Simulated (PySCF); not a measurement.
Working out the ionisation energy of Os²⁺

Os²⁺ [Xe] 4f14 5d6 (5D) → Os³⁺ [Xe] 4f14 5d5 (6S). Calculation: PySCF 2.14, in aug-cc-pVDZ-PP with ECP60MDF (5s5p4d2f, 54 functions); a scalar-relativistic core potential. Frozen: 5s2 5p6. Energies in hartree (1 hartree = 27.21139 eV):

```json
{"part": "UHF", "Os²⁺ (lower)": "-89.237927", "Os³⁺ (upper)": "-88.323469"}
{"part": "MP2 opposite-spin", "Os²⁺ (lower)": "-0.033110", "Os³⁺ (upper)": "0.000000"}
{"part": "MP2 same-spin", "Os²⁺ (lower)": "-0.041566", "Os³⁺ (upper)": "-0.038679"}
```

**Question.** What does Hartree-Fock give?

**Answer.** (-88.323469) − (-89.237927) = 0.914458 hartree = 24.884 eV.

**Question.** What do MP2 and SCS-MP2 (6/5 opposite-spin, 1/3 same-spin) give?

**Answer.** The opposite-spin parts differ by 0.901 eV and the same-spin parts by 0.079 eV. MP2: 24.884 + (0.901) + (0.079) = 25.864 eV. SCS-MP2: 24.884 + 1.2 × (0.901) + (0.079)/3 = 25.992 eV.

Reference: 25 ± 1.6 eV (theoretical estimate listed by NIST; NIST Atomic Spectra Database, ionization energies), between the lowest levels; spin-orbit coupling is absent from the calculation.

A double-zeta basis recovers only part of the correlation energy.

What remains against the reference includes basis incompleteness, the frozen core and correlation beyond second order.
